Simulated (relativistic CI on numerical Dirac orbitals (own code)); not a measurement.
Method of calculation: Dirac-Coulomb-Breit CI, orbitals from a KLI potential per configuration, a model potential for QED, unscaled Slater integrals (own radial code, finite nucleus).

CI space (outside the closed core [Ne]): 3s, 3p, 3d, 4s, 4p, 4d, 4f, 5s, 5p, 5d, 5f, 5g, 6s, 6p, 6d, 7s, 7p. Levels of other configurations are missing.

At this charge energies of transitions that change n are usually good to better than 1 %, and those within a shell (Δn = 0) to a few per cent.

Outline of the computed level scheme of Lu LXI. Lowest level of each configuration: 3s ²S1/2 at 0.00 eV; 3p ²P°1/2 at 149.82 eV; 3d ²D3/2 at 634.86 eV; 4s ²S1/2 at 2940.63 eV; 4p ²P°1/2 at 3002.55 eV; 4d ²D3/2 at 3195.75 eV; 4f ²F°5/2 at 3261.54 eV; 5s ²S1/2 at 4249.38 eV; 5p ²P°1/2 at 4280.48 eV.

Some strong electric-dipole decays among the lowest 15 levels: 4f ²F°7/2 → 3d ²D5/2 (2.0e+14 s⁻¹); 4f ²F°5/2 → 3d ²D3/2 (1.9e+14 s⁻¹); 4d ²D5/2 → 3p ²P°3/2 (9.7e+13 s⁻¹); 4d ²D3/2 → 3p ²P°1/2 (7.6e+13 s⁻¹); 4p ²P°1/2 → 3s ²S1/2 (5.0e+13 s⁻¹); 4s ²S1/2 → 3p ²P°3/2 (3.8e+13 s⁻¹); 4p ²P°3/2 → 3s ²S1/2 (3.2e+13 s⁻¹); 5p ²P°1/2 → 3s ²S1/2 (2.7e+13 s⁻¹).
